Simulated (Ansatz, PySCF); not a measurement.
Gas-phase reaction (SMILES): CN (CH5N) → C[NH] + H atom; the H-N bond at the site shown breaks (other sites are not compared here).

Geometries: B3LYP-D3(BJ)/def2-TZVP minima from Ansatz (an electronic-structure program). Correlated levels leave the core frozen unless marked. Open shells are spin-unrestricted. Spin-orbit coupling is left out. No relativistic terms. CBS marks a two-point X^-3 extrapolation of the correlation energy; Hartree-Fock from the larger set. [CCSD(T)-MP2]/basis is that difference in the basis named. Thermal terms are rigid-rotor harmonic-oscillator values from B3LYP-D3(BJ) frequencies (PySCF) at 298.15 K and 1 atm. 1 Eh = 627.5095 kcal/mol. Atoms have translation alone. Electronic entropy comes from spin alone.

| species | E, RI-MP2/CBS(aug-cc-pVTZ,aug-cc-pVQZ)+[CCSD(T)-MP2]/aug-cc-pVTZ (Ansatz) (Eh) | E, wB97X-V/def2-TZVPD (Ansatz) (Eh) | H - E (Eh) | G - E (Eh) |
|---|---|---|---|---|
| CN (CH5N) | -95.75128 | -95.86394 | 0.06816 | 0.04085 |
| C[NH] | -95.07899 | -95.19582 | 0.05299 | 0.02518 |
| H atom | -0.49995 | -0.50049 | 0.00236 | -0.01065 |

### Question
Work out ΔE and ΔH, ΔG, ΔS and the equilibrium constant at 298.15 K at the first level, then ΔH at the second.

### Answer

1. ΔE = [(-95.07899) + (-0.49995)] - [(-95.75128)] = 0.17234 Eh = 108.1 kcal/mol at RI-MP2/CBS(aug-cc-pVTZ,aug-cc-pVQZ)+[CCSD(T)-MP2]/aug-cc-pVTZ.
2. The terms H - E add up to -0.01281 Eh, so ΔH = (0.17234 + (-0.01281))×627.5095 = 100.1 kcal/mol.
3. The terms G - E add up to -0.02632 Eh, so ΔG = 91.6 kcal/mol, and ΔS = (-0.01281 - (-0.02632))×627509.5/298.15 = 28.4 cal/(mol K).
4. log10 K = -ΔG/(RT ln 10) = -67.1, with RT ln 10 = 1.3642 kcal/mol.
5. With ΔH and ΔS taken as constant, ΔG changes sign near ΔH/ΔS = 3520 K, a rough figure that leaves out heat capacities.
6. At wB97X-V/def2-TZVPD the same steps give ΔE = 105.2 and ΔH = 97.2 kcal/mol, a shift of -2.9 from the first level.
7. These values are not checked against measurement here, since the tables used lack a sound gas-phase enthalpy of formation for at least one species.
